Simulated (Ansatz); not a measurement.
A structure drawn as `[OH][AlH][SiH2]P`, with this starting geometry:

Cartesian coordinates in Å:
```
O -1.314 -1.967 0.724
Al -1.201 -0.182 0.878
Si -0.101 0.982 -0.821
P 1.982 0.352 -1.016
H -0.547 -2.349 1.189
H -1.807 0.601 2.154
H -0.784 0.837 -2.106
H -0.089 2.488 -0.497
H 1.614 -1.104 -0.954
H 2.246 0.342 0.449
```

Total charge 0; spin multiplicity 1.

Task: Does it keep its bonds when Ansatz relaxes it at PBE-D4/def2-SVP and then PBE0-D4/def2-TZVP?

Result: Yes, every drawn bond is still there and no new one forms.

Task: Give the relaxed structure. (Estimate.)

Result: Ansatz gave: 
Z-matrix (Å, degrees):
```
Si
Al 1 2.436
P 1 2.276 2 110.2
H 1 1.490 2 114.2 3 119.2
H 1 1.492 2 113.0 3 -117.5
O 2 1.698 1 115.7 3 -91.6
H 2 1.590 1 124.8 3 82.9
H 3 1.422 1 94.8 2 -46.5
H 3 1.422 1 94.8 2 47.2
H 6 0.956 2 123.4 1 174.9
```
All modes are real.

Atoms count as bonded under 1.1 times the sum of their covalent radii (H–H under 0.85 Å, pairs among N, O and F under 1.55 Å), and a drawn bond as lost past 1.3 times.
